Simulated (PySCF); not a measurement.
First SCF of a structure search on doublet H₃MoO, at a hand-made square planar geometry. PySCF input:

```python
from pyscf import gto, scf, dft
mol = gto.M(atom='''
Mo     0.000000     0.000000     0.000000
O     -0.000000    -1.780000     0.000000
H      1.700000     0.000000     0.000000
H      0.000000     1.700000     0.000000
H     -1.700000     0.000000     0.000000''',
    basis={'Mo': 'def2-TZVP', 'O': 'def2-TZVP', 'H': 'def2-TZVP'},
    ecp={'Mo': 'def2-TZVP'},
    charge=0, spin=1)
mf = dft.UKS(mol, xc='PBE0')
mf.grids.atom_grid = (50, 194)
aux = {'Mo': 'def2-universal-JKFIT', 'O': 'def2-universal-JKFIT', 'H': 'def2-universal-JKFIT'}
mf = mf.density_fit(auxbasis=aux)
mf.conv_tol = 1e-08
mf.diis_space = 10
mf.max_cycle = 60
mf.init_guess = 'minao'
mf.verbose = 4
mf.kernel()
```

Excerpt of the output (cycles alone):

```
init E= -138.349625913046
cycle= 1 E= -144.78345845297  delta_E= -6.43  |g|= 0.662  |ddm|=  2.7
cycle= 2 E= -139.525023363249  delta_E= 5.26  |g|= 3.02  |ddm|= 1.75
cycle= 3 E= -144.938971635186  delta_E= -5.41  |g|= 0.223  |ddm|= 1.63
cycle= 4 E= -144.953618389837  delta_E= -0.0146  |g|= 0.153  |ddm|= 0.298
cycle= 5 E= -144.964735804488  delta_E= -0.0111  |g|= 0.0379  |ddm|= 0.146
cycle= 6 E= -144.965607333274  delta_E= -0.000872  |g|= 0.0157  |ddm|= 0.0333
cycle= 7 E= -144.965892733598  delta_E= -0.000285  |g|= 0.0122  |ddm|= 0.024
cycle= 8 E= -144.966341035387  delta_E= -0.000448  |g|= 0.0118  |ddm|= 0.0487
cycle= 9 E= -144.966921165096  delta_E= -0.00058  |g|= 0.00983  |ddm|= 0.0773
cycle= 10 E= -144.96732798182  delta_E= -0.000407  |g|= 0.00802  |ddm|= 0.0716
cycle= 11 E= -144.967594141855  delta_E= -0.000266  |g|= 0.00704  |ddm|= 0.0782
cycle= 12 E= -144.967633818004  delta_E= -3.97e-05  |g|= 0.00668  |ddm|= 0.0192
cycle= 13 E= -144.967691120939  delta_E= -5.73e-05  |g|= 0.00233  |ddm|= 0.0246
cycle= 14 E= -144.967710062814  delta_E= -1.89e-05  |g|= 0.000896  |ddm|= 0.0152
cycle= 15 E= -144.967726529611  delta_E= -1.65e-05  |g|= 0.000473  |ddm|= 0.0227
cycle= 16 E= -144.967729801083  delta_E= -3.27e-06  |g|= 0.000705  |ddm|= 0.0142
cycle= 17 E= -144.967730102584  delta_E= -3.02e-07  |g|= 0.000225  |ddm|= 0.00238
cycle= 18 E= -144.967730147183  delta_E= -4.46e-08  |g|= 7.24e-05  |ddm|= 0.000899
cycle= 19 E= -144.967730153252  delta_E= -6.07e-09  |g|= 2.58e-05  |ddm|= 0.000299
Extra cycle  E= -144.967730154042  delta_E= -7.89e-10  |g|= 5.75e-05  |ddm|= 8.05e-05
converged SCF energy = -144.967730154042  <S^2> = 1.1124157  2S+1 = 2.3344513
```

This is not the lowest solution: another start and a stability analysis within the same unrestricted form found one 10.1 kJ/mol lower, at -144.97158 Eh.

Other spin states or occupations of the open shell can lie lower.

The search for the lowest solution, 3 starts and the stability check together, took 13 s on 4 threads of a shared Arm Neoverse V2 host, with 89 basis functions; the process peaked at 0.52 GiB. Launch command: `OMP_NUM_THREADS=4 python axn.py task.json out`.
